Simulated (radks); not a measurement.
Task: The table gives one normalised radial function P(r) = r R(r) of Cu19+ in [Ne] (r in bohr). Calculated with a radial shooting solver on a logarithmic mesh with Libxc functionals: scalar-relativistic Kohn-Sham, Wu-Cohen GGA, spin-unpolarised, spherical densities, finite nucleus; Fermi nuclear charge, rms radius 3.8823 fm.

r	P
0.002403	0.1132
0.003006	0.1384
0.003761	0.1683
0.004668	0.2022
0.005839	0.2428
0.007306	0.2888
0.009067	0.3375
0.01134	0.3905
0.01419	0.4426
0.01761	0.4866
0.02204	0.5174
0.02757	0.5217
0.03421	0.4872
0.0428	0.3962
0.05355	0.2363
0.06646	0.0136
0.08315	-0.2741
0.104	-0.5769
0.1291	-0.8116
0.1615	-0.8972
0.2005	-0.7382
0.2508	-0.2849
0.3138	0.3875
0.3894	1.0469
0.4872	1.4757
0.6095	1.4618
0.7564	1.0816
0.9464	0.5753
1.184	0.2109
1.469	0.0526
1.838	0.0073

Which n and l does it have? It may be an empty orbital.

Result: n = 3, l = 0: the number of nodes gives n - l - 1 = 2, the rise at small r (about r^(l+1)) gives l, and the extent must fit the shell. The curve is that of 3s. 3s (empty): eigenvalue -687.99 eV, 2 radial nodes at r = 0.0672, 0.277 bohr, <r> = 0.573 bohr, 90 % of the charge inside 0.830 bohr.
